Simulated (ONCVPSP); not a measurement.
## What one change does to a pseudopotential (As (Z = 33), ONCV)

arsenic, optimised norm-conserving Vanderbilt (ONCV), made with ONCVPSP 4.0.1 (BLYP, scalar-relativistic). Core [Ar] 3d10, reference 4s2 4p3. Waves: 4s: rc 1.30 bohr, ncon 4, nbas 9, qcut 5 1/bohr, 2 projectors, debl 1 Ha; 4p: rc 2.05 bohr, ncon 3, nbas 6, qcut 3.4 1/bohr, 1 projector; d scattering state at 0.06 Ha: rc 1.80 bohr, ncon 3, nbas 7, qcut 4.8 1/bohr, 3 projectors, debl 3.1 Ha. Local part: polynomial inside 1.15 bohr (lpopt 5, dvloc0 -1 Ha). Core correction: Teter function, fcfact 2, rcfact 1.8.

All-electron outer shells of the reference configuration (BLYP, scalar-relativistic, ld1.x):

```json
{"shell": "3p", "level (eV)": "-133.43", "outermost node (bohr)": "0.22", "outermost maximum (bohr)": "0.52"}
{"shell": "3d", "level (eV)": "-40.52", "outermost node (bohr)": "–", "outermost maximum (bohr)": "0.47"}
{"shell": "4s", "level (eV)": "-14.41", "outermost node (bohr)": "0.73", "outermost maximum (bohr)": "1.61"}
{"shell": "4p", "level (eV)": "-5.07", "outermost node (bohr)": "0.78", "outermost maximum (bohr)": "1.97"}
```

Change: s: ncon 3, nbas 8.

Cutoffs: the cutoffs (Ha) at which the residual kinetic energy of the hardest occupied pseudo-wave falls to 1 and 0.1 mHa per electron; they do not see the model core or the augmentation charge, which bear on the density cutoff. Errors are all-electron minus pseudo energies relative to the spin-unpolarised reference configuration.

**Question.** What does the change do?

**Answer.** The potential gets softer (30 Ha and 135 Ha → 10 Ha and 95 Ha); both files keep a bound ghost (s); the errors of the 4 common tests hardly move.

| quantity | base | changed |
| --- | --- | --- |
| cutoff, loose | 30 Ha | 10 Ha |
| cutoff, tight | 135 Ha | 95 Ha |
| loose cutoff by channel | s 30 Ha, p 3.7 Ha | s 10 Ha, p 3.7 Ha |
| bound ghosts | s | s |
| GHOST(+) flags under 300 eV | d at 41.5 eV, s at 132.4 eV | d at 41.5 eV, s at 110.0 eV |
| error for 4s2 4p2, meV [ΔE 9.03 eV] | -18 | -18 |
| error for 4s2 4p1, meV [ΔE 26.89 eV] | -115 | -115 |
| error for 4s2 4p0, meV [ΔE 54.64 eV] | -392 | -395 |
| error for 4s2 4p2.5, meV [ΔE 3.49 eV] | -3.5 | -3.5 |
| s: phases at 1.32 bohr within 0.05 rad from the reference energy up to (Ha; the scan ends near 5) | 4.1 | 3.3 |
| p: phases at 2.09 bohr within 0.05 rad from the reference energy up to (Ha; the scan ends near 5) | 1.0 | 1.0 |
| d: phases at 1.83 bohr within 0.05 rad from the reference energy up to (Ha; the scan ends near 5) | 0.6 | 0.6 |
| rms error of d²Exc/dni dnj with the model core, mHa | 0.96 | 1.00 |

Base: The cutoffs count occupied waves only; projector 3 of the d channel, the hardest unoccupied one, needs 168 Ha at the loose tolerance. Changed file: The cutoffs count occupied waves only; projector 3 of the d channel, the hardest unoccupied one, needs 168 Ha at the loose tolerance. A true bound ghost makes a file unfit for plane-wave use even where its test errors are small: the radial tests pick states by their node count and pass the ghost by.
